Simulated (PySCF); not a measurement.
## How many f electrons in LaSe?

Unrestricted PBE0; basis La x2c-SVPall, Se x2c-SVPall; spin-free X2C with a Gaussian nucleus; PySCF 2.14. The search starts from ions with several 4f fillings and holds each by maximum overlap.

The lowest solution has 2Ms+1 = 2, about 0.1 4f electrons, near 2.50 Å.

Solutions at the starting distance of 2.493 Å, counted from the lowest; the search is not exhaustive:

```csv
2Ms+1,4f population,E (eV),⟨S²⟩,⟨Lz²⟩,μ (D)
2,0.08,0.00,0.75,0.0,-5.90
2,0.07,0.50,0.76,4.0,-8.27
2,0.09,1.15,0.76,1.0,-5.94
```

Partly filled real f orbitals mix terms, so no term symbols are given. A positive dipole means La(−)Se(+).

Spin–orbit coupling is left out. Counting both spins, an empty level lies below a filled one in some of these solutions, because spin and occupation are held. With d or f electrons several states lie close, and the lowest PBE0 determinant need not be the measured ground state.
